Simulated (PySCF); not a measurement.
**Excitation energy of V⁺ by level of theory**

V⁺ [Ar] 3d4 (5D) → V⁺ [Ar] 3d3 4s1 (5F), as a difference of total energies. Computed with PySCF 2.14 in def2-TZVPPD (6s6p4d2f1g, 67 functions), with no relativity, point nucleus. Correlated levels: valence and next inner shell: [Ne] frozen. The calculations carry no spin-orbit coupling.

```json
{"method": "UHF", "excitation energy (eV)": "-0.221"}
{"method": "MP2 (valence and next inner shell)", "excitation energy (eV)": "0.654"}
{"method": "SCS-MP2 (valence and next inner shell)", "excitation energy (eV)": "0.303"}
{"method": "CCSD (valence and next inner shell)", "excitation energy (eV)": "0.398"}
{"method": "CCSD(T) (valence and next inner shell)", "excitation energy (eV)": "0.421"}
```

How much does correlation contribute at CCSD(T) (valence and next inner shell)?

0.421 − (-0.221) = 0.642 eV, measured against UHF.

These non-relativistic numbers lack the scalar-relativistic shift.

Errors of the correlated levels include the incompleteness of this basis and the frozen core.

For comparison: 0.337 eV (measured; NIST levels, between the centres of gravity of the two terms).
